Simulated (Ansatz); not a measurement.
H$_{5}$InO$_{2}$SSi, SMILES `[OH][In]([SH])[O][SiH3]`, relaxed with RKS PBE0-D4/def2-TZVP in Ansatz 0.2.0 from a GFN2-xTB geometry. The force threshold is 0.005 eV/Å; the program also tests the step.

Total charge 0; spin multiplicity 1. In takes the def2 core potential.

Start:

```xyz
10

O     2.508    0.934    1.642
In    0.762    1.019    0.787
S    -0.698    2.901    0.512
O     0.214   -0.759    0.131
Si   -0.797   -1.425   -0.935
H     2.850    0.038    1.614
H    -1.621    2.151   -0.088
H    -0.571   -2.854   -0.731
H    -0.465   -0.979   -2.297
H    -2.183   -1.026   -0.635
```

Question: How much energy does the relaxation release, and in how many steps? (Estimate.)

Answer: Ansatz gave: 10.99 kJ/mol, in 21 steps, 2 of them rejected.

Question: Which bonds change most? (Estimate.)

Answer: Computed: In2–S3 from 2.398 to 2.350 Å; Si5–H8 from 1.461 to 1.488 Å; Si5–H10 from 1.473 to 1.498 Å; O1–In2 from 1.945 to 1.964 Å.

Question: Give the relaxed structure. (Best estimate.)

Answer: Ansatz gave: 
```xyz
10

O     2.521    1.062    1.706
In    0.762    0.967    0.838
S    -0.919    2.609    0.873
O     0.484   -0.735   -0.140
Si   -0.736   -1.356   -1.020
H     3.028    0.262    1.544
H    -1.728    1.846    0.116
H    -1.225   -2.626   -0.420
H    -0.296   -1.622   -2.416
H    -1.892   -0.406   -1.081
```
